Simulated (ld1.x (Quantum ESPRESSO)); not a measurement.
## manganese (Mn): variants of one TM potential

Base potential:

ld1.x (Quantum ESPRESSO) 7.5 input, shortened:

```
&input
   title='Mn', zed=25., rel=1, dft='PBESOL', iswitch=3,
   config='[Ar] 3d5 4s1 4p0'
 /
 &inputp
   pseudotype=2, tm=.true., lloc=-1, rcloc=1.20,
   nlcc=.false.
 /
3
4S  1  0   1.00   0.00  2.15  2.15  0.0
4P  2  1   0.00   0.00  2.00  2.00  0.0
3D  3  2   5.00   0.00  1.25  1.25  0.0
 &test
   configts(1)='3d5 4s1 4p0'
 /
```

Cutoffs, loose and tight: the cutoffs (Ry, on a coarse ladder) from which the occupation-weighted sum of valence levels, in a spherical-Bessel basis at the reference potential, stays within 10 and 1 mRy of its value at 400 Ry. They do not see the model core or the augmentation charge, which bear on the density cutoff. Test errors are all-electron minus pseudo excitation energies from the reference, over the configurations 3d5 4s2 4p0; 3d5 4s0 4p0; 3d4 4s0 4p0; 3d4 4s2 4p0; 3d3 4s0 4p0; 3d4 4s2 4p1; 3d5 4s0 4p2. A dash means not determined; rows that change the core or the reference have their own tests. The largest error is taken over the tests solved by every variant that gives reliable tests at all: 3d3 4s0 4p0; 3d4 4s0 4p0; 3d4 4s2 4p0; 3d5 4s0 4p0; 3d5 4s2 4p0.

A true bound ghost makes a file unfit for plane-wave use even where its test errors are small: the radial tests pick states by their node count and pass the ghost by. Where a test does run into it, the solver fails or the error is huge.

| change | outcome | cutoff, loose | cutoff, tight | bound ghosts | largest test error (meV) |
| --- | --- | --- | --- | --- | --- |
| base | generated | 140 Ry | 160 Ry | s, p | -524 |
| core correction a·sin(br)/r model core inside 1.52 bohr | generated | 140 Ry | 160 Ry | s, p | -1348 |
| all radii scaled by about 0.92 (s 1.98, p 1.84, d 1.16 bohr); local potential all-electron potential smoothed inside 1.10 bohr (lloc = -1) | generated | 140 Ry | 180 Ry | s, p | -571 |
| local potential all-electron potential smoothed inside 1.82 bohr (lloc = -1) | generated | 140 Ry | 160 Ry | s | -693 |
| local potential the d channel | generated | 140 Ry | 160 Ry | s, p | -569 |
| wave 3d (bound): rc 1.25 bohr becomes 3d (bound): rc 0.84 bohr | generated | 230 Ry | 300 Ry | s, p | -602 |
| functional PW91 | generated | 140 Ry | 160 Ry | s, p | -441 |
| wave 4s (bound): rc 2.15 bohr becomes 4s (bound): rc 2.68 bohr | generated | 140 Ry | 160 Ry | s, p | -589 |
| reference 3d5 4s2 4p0 | generated | 140 Ry | 160 Ry | s | -349 |

(1) What comes out with this change to the base: wave 4p (bound): rc 2.00 bohr becomes 4p (bound): rc 2.86 bohr?

Answers

(1) outcome: generated; cutoff, loose: 140 Ry; cutoff, tight: 160 Ry; bound ghosts: s; largest test error (meV): -524.
